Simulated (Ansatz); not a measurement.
Stepwise reaction of `C[O][Al]([SH])[SH]` with hydrogen, as a gas-phase model of exchange steps in deposition or etching. ΔE in kJ/mol.

Calculated with Ansatz (gas phase, PBE0-D4/def2-TZVP geometries, no zero-point term in ΔE). CCSD(T)/CBS adds triple-zeta CCSD(T) − MP2 to the extrapolated MP2 energy (def2 sets, frozen cores). This one scheme is used for every species. DFT in def2-TZVPP. B3LYP here is the variant with VWN-RPA as its local correlation; programs differ in this. One conformer a species, not always the lowest.

```tsv
step	reaction	PBE-D4	B3LYP-D4	ωB97M-V	CCSD(T)/CBS
1	`C[O][Al]([SH])[SH]` + H₂ → `C[O][AlH][SH]` + H₂S	93.0	89.6	89.4	93.6
2	`C[O][AlH][SH]` + H₂ → `C[O][AlH2]` + H₂S	101.3	96.8	96.6	100.4
```

(1) By hand: ΔE of the 2 steps together at CCSD(T)/CBS.

Answers

(1) (93.6) + (100.4) = 194.0 kJ/mol, or 97.0 kJ/mol a step.

In ΔE each step is higher than the one before. All are uphill at CCSD(T)/CBS. PBE-D4 differs from CCSD(T)/CBS by -0.6 to 0.9 kJ/mol a step. Isolated molecules leave out the surface, adducts and barriers. Largest T1 diagnostic: 0.012.
